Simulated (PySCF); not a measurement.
Bond stretch in BF, singlet. Each curve is given relative to its own lowest point near equilibrium.

```tsv
R / Å	A	B	C	D
0.94	617.9	640.1	617.8	617.8
1.00	348.6	362.4	348.5	348.5
1.07	157.8	165.2	157.7	157.7
1.14	55.1	58.7	55.1	55.1
1.20	13.3	14.8	13.3	13.3
1.22	6.3	7.2	6.3	6.3
1.26	0.0	0.0	0.0	0.0
1.29	1.0	0.4	1.0	1.0
1.34	10.8	9.6	10.7	10.7
1.40	32.3	30.7	32.2	32.2
1.48	71.3	69.9	73.9	70.9
1.55	110.5	110.0	115.7	109.9
1.69	193.5	196.5	201.0	192.6
1.88	302.5	312.2	310.0	301.8
2.09	409.6	426.9	416.1	410.4
2.27	488.6	511.6	593.0	492.0
2.50	573.9	600.3	700.2	581.5
2.75	649.0	659.6	743.4	662.5
3.06	720.3	703.6	764.4	743.4
3.41	776.5	734.3	773.3	814.2
3.80	815.9	753.6	777.0	872.8
4.44	—	766.1	778.9	930.5
5.03	—	766.4	779.5	949.8
```

Energies in kJ/mol.

### Question
Match the curves with the methods PySCF with CCSD on RHF/cc-pVTZ, 2 core orbitals frozen; MP2 on RHF/cc-pVTZ, 2 core orbitals frozen (PySCF); PySCF with unrestricted M06-2X/6-31G*, spherical d; MP2 on UHF/cc-pVTZ, 2 core orbitals frozen in PySCF.

### Answer
A is RCCSD; B is UKS-M06-2X/6-31G*; C is UMP2; D is RMP2.

Dashes: no converged value, or the column stops at the first point that the program doubted or that broke a chosen test of continuity, which isn't proof of a fault.

The unrestricted determinant behind UKS-M06-2X/6-31G* is spin-contaminated at 2.50 to 5.03 Å (<S²> up to 1.0, against 0.00 for a pure singlet). The T1 diagnostic of CCSD on the restricted reference of RCCSD, RMP2 exceeds 0.045 at 2.50 to 5.03 Å. The unrestricted determinant behind UMP2 is spin-contaminated at 1.48 to 5.03 Å (<S²> up to 1.0, against 0.00 for a pure singlet). The restricted form behind RMP2 keeps the bonding electrons paired and can't separate into open-shell fragments.
